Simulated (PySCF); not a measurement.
A GIAO shielding run with PySCF 2.14.0 with density-fitted response routines (density fitting, non-relativistic, gas phase) on `FC(F)(F)[C@@H]1CO[Si@@](F)(O[SiH3])O1`, C3H6F4O3Si2:

```
{"job": {"kind": "nmr", "xc": "PBE0", "basis": "pcSseg-1"}, "charge": 0, "multiplicity": 1}
F     -3.755152     0.192220    -0.298208
C     -2.552933     0.569789     0.174964
F     -2.313686    -0.179734     1.251700
F     -2.684737     1.830216     0.589935
C     -1.475189     0.416828    -0.899404
C     -1.284188    -1.083902    -1.244529
O     -0.112285    -1.524264    -0.626759
Si     0.717610    -0.300527     0.037675
F      0.770097    -0.445950     1.627548
O      2.187813    -0.124537    -0.519805
Si     3.701840     0.331097    -0.063463
O     -0.278946     0.916402    -0.408857
H     -1.791575     1.007904    -1.765682
H     -1.186225    -1.216140    -2.325417
H     -2.124421    -1.681004    -0.880675
H      4.473291    -0.098835    -1.224591
H      3.674215     1.777523     0.131381
H      4.025714    -0.380769     1.167772
```

Hardware: 1 thread of an Arm Neoverse N1, shared host. The job also computes population analyses, field gradients, ring-centre shieldings.

Question: How large is the calculation?

Answer: 112 electrons, 248 basis functions and 1338 auxiliary functions.

Question: How long does it take?

Answer: 110 s of wall time, with 13 SCF cycles and 4 response iterations. Times on a shared host scatter by some tens of per cent.
